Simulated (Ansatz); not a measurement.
A geometry relaxed with PBE0-D3(BJ)/def2-TZVP (Ansatz, a program for electronic structure), charge 0, multiplicity 1:

```xyz
12

C     -2.2173    -0.1227    -0.0965
H      2.7979     0.2927     1.6772
H     -0.9658     1.8849    -1.5197
H     -2.4825    -0.7062    -0.9805
Si    -0.6924     0.9185    -0.4193
H     -2.0409    -0.8142     0.7293
H      1.1507    -1.2849    -2.1111
H     -0.3062     1.6916     0.7927
H      3.9301    -1.4300     0.3006
H     -3.0661     0.5167     0.1588
Si     2.7192    -0.5996     0.4982
Si     1.1733    -0.3468    -0.9598
```

Problem. Write the SMILES of this molecule.

Solution. `C[SiH2][SiH]=[SiH2]`
